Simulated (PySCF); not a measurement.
Assignment exercise: C5H3ClO2

Molfile (atoms numbered from 1):
```
C5H3ClO2
     RDKit          3D

 11 11  0  0  0  0  0  0  0  0999 V2000
    0.5704    2.3846    0.1070 O   0  0  0  0  0  0  0  0  0  0  0  0
    0.2593    1.2143    0.0516 C   0  0  0  0  0  0  0  0  0  0  0  0
   -1.1146    0.7222   -0.0316 C   0  0  0  0  0  0  0  0  0  0  0  0
   -1.3914   -0.5895   -0.0903 C   0  0  0  0  0  0  0  0  0  0  0  0
   -0.4643   -1.5552   -0.0799 O   0  0  0  0  0  0  0  0  0  0  0  0
    0.8224   -1.1864   -0.0044 C   0  0  0  0  0  0  0  0  0  0  0  0
    1.2257    0.0983    0.0603 C   0  0  0  0  0  0  0  0  0  0  0  0
    2.8947    0.4805    0.1570 Cl  0  0  0  0  0  0  0  0  0  0  0  0
   -1.9048    1.4544   -0.0437 H   0  0  0  0  0  0  0  0  0  0  0  0
   -2.3925   -0.9929   -0.1514 H   0  0  0  0  0  0  0  0  0  0  0  0
    1.5005   -2.0276   -0.0005 H   0  0  0  0  0  0  0  0  0  0  0  0
  1  2  2  0
  2  3  1  0
  3  4  2  0
  4  5  1  0
  5  6  1  0
  6  7  2  0
  7  8  1  0
  7  2  1  0
  3  9  1  0
  4 10  1  0
  6 11  1  0
M  END
```

[PySCF 2.14.0 with density-fitted response routines: shieldings: GIAO PBE0/pcSseg-1; GFN2-xTB structure; no solvent model; single conformer; non-relativistic Hamiltonian]

δ = σ(ref) − σ, references computed at the same level: 13C (186.93 ppm) and 1H (31.72 ppm) against TMS.

(1) Assign these signals to the numbered atoms. 13C{1H} NMR (computed): δ 172.3, 159.5, 157.7, 142.0, 125.3.

(2) Assign these signals to the numbered atoms. 1H NMR (500 MHz, computed): δ 8.02 (s, 1H), 7.75 (d, 1H), 6.50 (d, 1H).

Results:

(1) 
| δ (ppm) | atoms | environment | reason |
| --- | --- | --- | --- |
| 172.3 | C2 | ring carbonyl carbon | – |
| 159.5 | C4 | unsaturated ring CH | – |
| 157.7 | C6 | unsaturated ring CH | – |
| 142.0 | C7 | unsaturated ring carbon | – |
| 125.3 | C3 | unsaturated ring CH | – |

C4 and C6 lie closer than the usual error of such a calculation, so a measured spectrum could show them in the other order.

(2) 
| δ (ppm) | atoms | environment | reason |
| --- | --- | --- | --- |
| 8.02 | H11 | hydrogen on a unsaturated ring CH | – |
| 7.75 | H10 | hydrogen on a unsaturated ring CH | – |
| 6.50 | H9 | hydrogen on a unsaturated ring CH | – |

Carbons that carry Cl, above all several Cl atoms, come out too deshielded, partly because spin–orbit coupling is missing. Shifts are as computed. Against solution values, carbons near 30 ppm lie about +3 ppm off and those near 130 ppm about +5 ppm; carbons on Cl a further +6 ppm. Of 1313 compounds with measured shifts, 239 miss one by over three times the rms of a fit or turn the order of signals round; such compounds aren't used in these exercises. Multiplicities follow the n + 1 count of equivalent neighbours, as no J values were calculated; m marks all less simple cases, F and P coupling included.
